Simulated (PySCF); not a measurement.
PySCF input for HgCl2, SMILES [Hg]([Cl])[Cl], TDDFT-ωB97X/def2-SVPD. Geometry: B3LYP-D3(BJ)/def2-TZVP. The isomer is the one that the SMILES or the coordinates give; other isomers of the formula were not compared. The def2 effective core potentials stand for the cores of Hg; spin–orbit coupling is left out.

```python
import numpy as np
from pyscf import gto, scf, dft, tdscf

mol = gto.M(
    atom='''
    Hg    0.00000000    0.00000000    0.00000000
    Cl    0.00000000    0.00000000   -2.28483751
    Cl    0.00000000    0.00000000    2.28483751
    ''',
    basis='def2-SVPD',
    ecp={'Hg': 'def2-svp'},
    charge=0,
    spin=0,
    symmetry=True,
    symmetry_subgroup='D2h',
    max_memory=1600,
    verbose=4,
)
mf = dft.RKS(mol, xc='wb97x').density_fit(auxbasis='def2-universal-jkfit')
mf.grids.level = 3
mf.conv_tol = 1e-9
mf.max_cycle = 100
mf.kernel()
mf.grids = dft.Grids(mol).set(level=1).build(with_non0tab=True)  # coarser grid for the response kernel
td = tdscf.TDDFT(mf)
td.singlet = True
td.nstates = 10
td.conv_tol = 1e-4
td.positive_eig_threshold = 1e-6
td.kernel(x0=td.get_init_guess(mf, 15))
td.analyze()
tt = tdscf.TDA(mf)
tt.singlet = False
tt.nstates = 4
tt.conv_tol = 1e-4
tt.positive_eig_threshold = 1e-6
tt.kernel(x0=tt.get_init_guess(mf, 9))
tt.analyze(verbose=3)
```

Program output:

```
PySCF version 2.14.0

[INPUT] verbose = 4
[INPUT] num. atoms = 3
[INPUT] num. electrons = 54
[INPUT] charge = 0
[INPUT] spin (= nelec alpha-beta = 2S) = 0
[INPUT] symmetry True subgroup D2h
[INPUT] Mole.unit = angstrom
[INPUT] Symbol           X                Y                Z      unit          X                Y                Z       unit  Magmom
[INPUT]  1 Hg     0.000000000000   0.000000000000   0.000000000000 AA    0.000000000000   0.000000000000   0.000000000000 Bohr   0.0
[INPUT]  2 Cl     0.000000000000   0.000000000000  -2.284837510000 AA    0.000000000000   0.000000000000  -4.317717133033 Bohr   0.0
[INPUT]  3 Cl     0.000000000000   0.000000000000   2.284837510000 AA    0.000000000000   0.000000000000   4.317717133033 Bohr   0.0

nuclear repulsion = 190.957391277921
point group symmetry = Dooh, use subgroup D2h
symmetry origin: [0. 0. 0.]
symmetry axis x: [1. 0. 0.]
symmetry axis y: [0. 1. 0.]
symmetry axis z: [0. 0. 1.]
num. orbitals of irrep Ag = 23
num. orbitals of irrep B1g = 4
num. orbitals of irrep B2g = 8
num. orbitals of irrep B3g = 8
num. orbitals of irrep Au = 3
num. orbitals of irrep B1u = 19
num. orbitals of irrep B2u = 12
num. orbitals of irrep B3u = 12
number of shells = 35
number of NR pGTOs = 150
number of NR cGTOs = 89
basis = def2-SVPD
ecp = {'Hg': 'def2-svp'}


******** <class 'pyscf.df.df_jk.DFSymAdaptedRKS'> ********
method = DFSymAdaptedRKS
initial guess = minao
damping factor = 0
level_shift factor = 0
DIIS = <class 'pyscf.scf.diis.CDIIS'>
diis_start_cycle = 1
diis_space = 8
diis_damp = 0
SCF conv_tol = 1e-09
SCF conv_tol_grad = None
SCF max_cycles = 100
direct_scf = False
XC library pyscf.dft.libxc version 7.1.2
    S. Lehtola, C. Steigemann, M. J. T. Oliveira, and M. A. L. Marques,  SoftwareX 7, 1–5 (2018)
XC functionals = wb97x
    J.-D. Chai and M. Head-Gordon,  J. Chem. Phys. 128, 084106 (2008)
radial grids:
    Treutler-Ahlrichs [JCP 102, 346 (1995); DOI:10.1063/1.469408] (M4) radial grids

becke partition: Becke, JCP 88, 2547 (1988); DOI:10.1063/1.454033
pruning grids: <function nwchem_prune>
grids dens level: 3
symmetrized grids: True
atomic radii adjust function: <function treutler_atomic_radii_adjust>
small_rho_cutoff = 0
Freeze 0 electrons in irreps []
    54 free electrons in irreps Ag B1g B2g B3g Au B1u B2u B3u
Set gradient conv threshold to 3.16228e-05
Initial guess from minao.
tot grids = 61504
******** <class 'pyscf.df.df.DF'> ********
auxbasis = def2-universal-jkfit
Create RSH-DF object <pyscf.df.df.DF object> for omega=0.3
******** <class 'pyscf.df.df.DF'> ********
auxbasis = auxmol.basis = def2-universal-jkfit
init E= -1061.86118204265
HOMO (B2g) = -0.768569440782405  LUMO (Ag) = -0.615401008793341  gap/eV = 4.16793
cycle= 1 E= -1073.08260319503  delta_E= -11.2  |g|= 1.61  |ddm|= 16.4
HOMO (B3g) = -0.138038605375376  LUMO (Ag) = 0.0770275046068662  gap/eV = 5.85225
cycle= 2 E= -1073.06828461014  delta_E= 0.0143  |g|= 1.83  |ddm|= 4.26
HOMO (B2g) = -0.406920216552626  LUMO (Ag) = -0.0243032501294778  gap/eV = 10.41154
cycle= 3 E= -1073.69661069361  delta_E= -0.628  |g|= 0.0567  |ddm|= 1.61
HOMO (B2g) = -0.423679733537453  LUMO (Ag) = -0.0246129478718444  gap/eV = 10.85916
cycle= 4 E= -1073.69849959158  delta_E= -0.00189  |g|= 0.0236  |ddm|= 0.199
HOMO (B2g) = -0.418838828492616  LUMO (Ag) = -0.0212856935008148  gap/eV = 10.81797
cycle= 5 E= -1073.69875551439  delta_E= -0.000256  |g|= 0.00666  |ddm|= 0.0493
HOMO (B2g) = -0.419837121453818  LUMO (Ag) = -0.0222070132829657  gap/eV = 10.82007
cycle= 6 E= -1073.6988069211  delta_E= -5.14e-05  |g|= 0.00159  |ddm|= 0.0379
HOMO (B2g) = -0.419534946638994  LUMO (Ag) = -0.0220736473185923  gap/eV = 10.81547
cycle= 7 E= -1073.69880875325  delta_E= -1.83e-06  |g|= 0.000559  |ddm|= 0.00619
HOMO (B2g) = -0.4195348047796  LUMO (Ag) = -0.0220415120464281  gap/eV = 10.81634
cycle= 8 E= -1073.69880890476  delta_E= -1.52e-07  |g|= 8.91e-05  |ddm|= 0.00136
HOMO (B2g) = -0.419536925871673  LUMO (Ag) = -0.0220566685815413  gap/eV = 10.81599
cycle= 9 E= -1073.6988089139  delta_E= -9.14e-09  |g|= 1.14e-05  |ddm|= 0.000368
HOMO (B2g) = -0.419536476132814  LUMO (Ag) = -0.0220575607472853  gap/eV = 10.81595
cycle= 10 E= -1073.69880891404  delta_E= -1.4e-10  |g|= 1.66e-06  |ddm|= 7.72e-05
HOMO (B3g) = -0.41953666367159  LUMO (Ag) = -0.022057482038079  gap/eV = 10.81596
Extra cycle  E= -1073.69880891405  delta_E= -3.87e-12  |g|= 1e-06  |ddm|= 8.58e-06
converged SCF energy = -1073.69880891405
tot grids = 21472
Overwritten attributes  positive_eig_threshold  of <class 'pyscf.tdscf.rks.TDDFT'>


******** <class 'pyscf.tdscf.rks.TDDFT'> for <class 'pyscf.df.df_jk.DFSymAdaptedRKS'> ********
nstates = 10 singlet
deg_eia_thresh = 1.000e-03
wfnsym = None
conv_tol = 0.0001
eigh lindep = 1e-12
eigh level_shift = 0
eigh max_cycle = 100


Excitation energies (eV)
[5.37803834 5.37803834 6.09338314 6.09338314 7.25589016 7.70093406
 7.70125423 7.7061263  7.70639698 8.39784442]

** Singlet excitation energies and oscillator strengths **
Excited State   1:  B2g      5.37804 eV    230.54 nm  f=0.0000
      26 -> 28        0.69777
Excited State   2:  B3g      5.37804 eV    230.54 nm  f=0.0000
      27 -> 28       -0.69777
Excited State   3:  B2u      6.09338 eV    203.47 nm  f=0.0232
      24 -> 28        0.69592
Excited State   4:  B3u      6.09338 eV    203.47 nm  f=0.0232
      25 -> 28        0.69592
Excited State   5:  B1u      7.25589 eV    170.87 nm  f=0.2092
      23 -> 28        0.52969
      26 -> 30       -0.32234
      27 -> 29       -0.32234
Excited State   6:   Ag      7.70093 eV    161.00 nm  f=0.0000
      22 -> 28       -0.63994
      24 -> 29        0.19185
      25 -> 30        0.19185
Excited State   7:   Au      7.70125 eV    160.99 nm  f=0.0000
      26 -> 29        0.49383
      27 -> 30       -0.49383
Excited State   8:  B1u      7.70613 eV    160.89 nm  f=0.0000
      26 -> 30        0.49391
      27 -> 29       -0.49391
Excited State   9:   Au      7.70640 eV    160.88 nm  f=0.0000
      26 -> 29       -0.49391
      27 -> 30       -0.49391
Excited State  10:  B1g      8.39784 eV    147.64 nm  f=0.0000
      24 -> 30       -0.49263
      25 -> 29        0.49263

** Transition electric dipole moments (AU) **
state          X           Y           Z        Dip. S.      Osc.
  1         0.0000     -0.0000     -0.0000      0.0000      0.0000
  2        -0.0000      0.0000      0.0000      0.0000      0.0000
  3         0.0000      0.3946      0.0000      0.1557      0.0232
  4         0.3946      0.0000      0.0000      0.1557      0.0232
  5        -0.0000     -0.0000      1.0848      1.1768      0.2092
  6        -0.0000      0.0000     -0.0000      0.0000      0.0000
  7         0.0000      0.0000      0.0000      0.0000      0.0000
  8         0.0000      0.0000      0.0000      0.0000      0.0000
  9        -0.0000     -0.0000      0.0000      0.0000      0.0000
 10        -0.0000     -0.0000     -0.0000      0.0000      0.0000

WARN: ECP detected. Skipping calculation of transition velocity and magnetic dipole moments, which have not yet been implemented.

Overwritten attributes  positive_eig_threshold  of <class 'pyscf.tdscf.rks.TDA'>


******** <class 'pyscf.tdscf.rks.TDA'> for <class 'pyscf.df.df_jk.DFSymAdaptedRKS'> ********
nstates = 4 triplet
deg_eia_thresh = 1.000e-03
wfnsym = None
conv_tol = 0.0001
eigh lindep = 1e-12
eigh level_shift = 0
eigh max_cycle = 100


Excitation energies (eV)
[4.9549967  4.9549967  5.64757128 5.64757128]

** Triplet excitation energies and oscillator strengths **
Excited State   1:  B2g      4.95500 eV    250.22 nm  f=0.0000
Excited State   2:  B3g      4.95500 eV    250.22 nm  f=0.0000
Excited State   3:  B3u      5.64757 eV    219.54 nm  f=0.0000
Excited State   4:  B2u      5.64757 eV    219.54 nm  f=0.0000
```

Self-consistency was reached.
